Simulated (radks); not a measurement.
Results of a calculation; reference values are marked as such.
Question: The mean radii <r> (bohr) of the occupied orbitals of an atom or ion are listed with their occupations. Level of theory: scalar-relativistic Kohn-Sham, PBE, spin-polarised, spherical densities, finite nucleus; Fermi nuclear charge, rms radius of each element as measured or else 0.836 A^(1/3) + 0.57 fm (a radial shooting solver on a logarithmic mesh with Libxc functionals).

| orbital | occ. | <r> |
|---|---|---|
| 1s up | 1 | 0.04408 |
| 1s down | 1 | 0.04408 |
| 2s up | 1 | 0.1959 |
| 2s down | 1 | 0.1959 |
| 2p up | 3 | 0.1711 |
| 2p down | 3 | 0.1711 |
| 3s up | 1 | 0.5740 |
| 3s down | 1 | 0.5738 |
| 3p up | 3 | 0.5896 |
| 3p down | 3 | 0.5891 |
| 3d up | 5 | 0.6302 |
| 3d down | 5 | 0.6271 |
| 4s up | 1 | 1.698 |
| 4s down | 1 | 1.694 |
| 4p up | 2 | 1.995 |
| 5p up | 1 | 5.516 |

Name the element and its charge. Open shells, if any, are filled with parallel spins first.

Answer: Z = 34, selenium, charge +1: Se+ in [Ar] 3d10 4s2 4p2 5p1. The 1s radius gives Z: for a bare nucleus <r> = (2 gamma + 1)/(2Z) with gamma = sqrt(1 - (Z/c)^2), 0.0432 bohr for Z = 34, and screening makes it slightly larger (0.04408 here). The occupations add up to 33, and the charge is Z minus that.
